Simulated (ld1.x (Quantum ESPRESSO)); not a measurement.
Plane-wave convergence, ultrasoft potential for germanium

germanium, ultrasoft, made with ld1.x (Quantum ESPRESSO) 7.5 (LDA (PZ), non-relativistic). Core [Ne] 3s2, reference 3p6 3d10 4s2 4p2. Waves: 4s (bound): rcut 1.78, rcutus 2.22 bohr; 4s channel at 1.05 Ry: rcut 1.78, rcutus 2.22 bohr; 3p (bound): rcut 1.20, rcutus 1.34 bohr; 4p (bound): rcut 1.20, rcutus 1.34 bohr; 3d (bound): rcut 0.76, rcutus 1.08 bohr; 3d channel at -1.35 Ry: rcut 0.76, rcutus 1.08 bohr. Local part: all-electron potential smoothed inside 1.52 bohr (lloc = -1). Core correction: none. Augmentation charge: PSQ, inside the norm-conserving radii.

The pseudo-atom Hamiltonian at the reference potential is diagonalised in spherical Bessel functions j_l(qr) that vanish at 20 bohr, with q² up to the cutoff. All-electron valence levels (Ry): 4s -0.8533, 3p -8.3888, 4p -0.3002, 3d -2.2338.

Question: How do the lowest levels (Ry) of each channel move with the cutoff, and are there ghosts?

Answer:

| cutoff (Ry) | s #1 | p #1 | p #2 | p #3 | d #1 | d #2 | f #1 | f #2 | Σ f·Δε (mRy) |
| --- | --- | --- | --- | --- | --- | --- | --- | --- | --- |
| 8 | -0.8531 | -1.1432 | -0.0185 | 0.0726 | 0.0536 | 0.1234 | 0.1099 | 0.2346 | 66911.3 |
| 15 | -0.8532 | -5.2576 | -0.2216 | 0.0328 | 0.0501 | 0.1118 | 0.1099 | 0.2346 | 41783.3 |
| 21 | -0.8532 | -7.3443 | -0.2797 | 0.0284 | 0.0193 | 0.0775 | 0.1099 | 0.2346 | 28839.3 |
| 35 | -0.8533 | -8.3578 | -0.3000 | 0.0269 | -0.8872 | 0.0582 | 0.1099 | 0.2346 | 13652.0 |
| 45 | -0.8533 | -8.3866 | -0.3001 | 0.0269 | -1.6311 | 0.0570 | 0.1099 | 0.2346 | 6040.4 |
| 60 | -0.8533 | -8.3877 | -0.3002 | 0.0269 | -2.1225 | 0.0565 | 0.1099 | 0.2346 | 1120.5 |
| 90 | -0.8533 | -8.3887 | -0.3002 | 0.0269 | -2.2317 | 0.0564 | 0.1099 | 0.2346 | 21.8 |
| 110 | -0.8533 | -8.3887 | -0.3002 | 0.0269 | -2.2323 | 0.0564 | 0.1099 | 0.2346 | 16.2 |
| 160 | -0.8533 | -8.3888 | -0.3002 | 0.0269 | -2.2336 | 0.0564 | 0.1099 | 0.2346 | 1.8 |
| 200 | -0.8533 | -8.3888 | -0.3002 | 0.0269 | -2.2337 | 0.0564 | 0.1099 | 0.2346 | 1.0 |
| 300 | -0.8533 | -8.3888 | -0.3002 | 0.0269 | -2.2338 | 0.0564 | 0.1099 | 0.2346 | 0.2 |
| 400 | -0.8533 | -8.3888 | -0.3002 | 0.0269 | -2.2338 | 0.0564 | 0.1099 | 0.2346 | 0.0 |

Result: no extra level below or beside the all-electron valence levels (s, p, d, f tested); 10 mRy is reached at 140 Ry and 1 mRy at 230 Ry.
